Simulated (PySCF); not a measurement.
C₇H₇N.
Atom-mapped SMILES: `[N:1]#[C:2][C@@:3]12[CH:4]=[CH:5][CH2:6][C@@H:7]1[CH2:8]2` (hydrogens: H9 on C4; H10 on C5; H11, H12 on C6; H13 on C7; H14, H15 on C8)

Structure used (GFN2-xTB), in Å, numbered top down from 1:
```xyz
15
C7H7N angstrom
N     -2.403    1.460    1.916
C     -1.645    1.028    1.174
C     -0.707    0.496    0.259
C      0.461    1.311   -0.175
C      1.529    0.548   -0.360
C      1.282   -0.896   -0.022
C     -0.193   -0.939    0.324
C     -1.152   -0.550   -0.749
H      0.390    2.375   -0.312
H      2.490    0.884   -0.708
H      1.901   -1.204    0.825
H      1.523   -1.551   -0.862
H     -0.523   -1.611    1.102
H     -0.788   -0.439   -1.760
H     -2.169   -0.905   -0.674
```

Vertical excitations from PySCF (density fitting, frozen core in the response, grid level 2 and gas phase unless stated; continuum runs use non-equilibrium linear response for the excitations) on a GFN2-xTB geometry. Reference run:

| settings | S1, eV (f) | S2, eV (f) | S3, eV (f) | S4, eV (f) | S5, eV (f) | S6, eV (f) | T1, eV (Tamm–Dancoff) | mean α (au) |
| --- | --- | --- | --- | --- | --- | --- | --- | --- |
| PBE0/def2-SVPD, full TDDFT, 6 singlets | 6.20 (0.079) | 6.74 (0.001) | 6.83 (0.019) | 7.07 (0.037) | 7.21 (0.036) | 7.57 (0.005) | 4.13 | 77.8 |

What do these settings give: BHandHLYP/def2-SVPD, fitting basis def2-qzvpp-jkfit, full TDDFT, 25 singlets?

| settings | S1, eV (f) | S2, eV (f) | S3, eV (f) | S4, eV (f) | S5, eV (f) | S6, eV (f) | T1, eV (Tamm–Dancoff) | mean α (au) |
| --- | --- | --- | --- | --- | --- | --- | --- | --- |
| BHandHLYP/def2-SVPD, fitting basis def2-qzvpp-jkfit, full TDDFT, 25 singlets | 6.51 (0.113) | 7.04 (0.003) | 7.10 (0.020) | 7.57 (0.108) | 7.80 (0.002) | 7.84 (0.007) | 4.09 | 76.3 |

S1 moves by +0.31 eV (BHandHLYP has 50 % exact exchange, PBE0 25 % exact exchange). States are counted by energy in each run and needn't keep their character from row to row.

Which orbital pairs make up S1 in each run, and how does it sit against the orbital gap?

```json
{"settings": "PBE0/def2-SVPD, full TDDFT, 6 singlets", "S1 configurations (weight)": "H→L 0.91", "S1 (eV)": "6.20", "orbital gap (eV)": "7.04", "S1 − gap (eV)": "-0.84"}
{"settings": "BHandHLYP/def2-SVPD, fitting basis def2-qzvpp-jkfit, full TDDFT, 25 singlets", "S1 configurations (weight)": "H→L 0.92", "S1 (eV)": "6.51", "orbital gap (eV)": "9.06", "S1 − gap (eV)": "-2.55"}
```

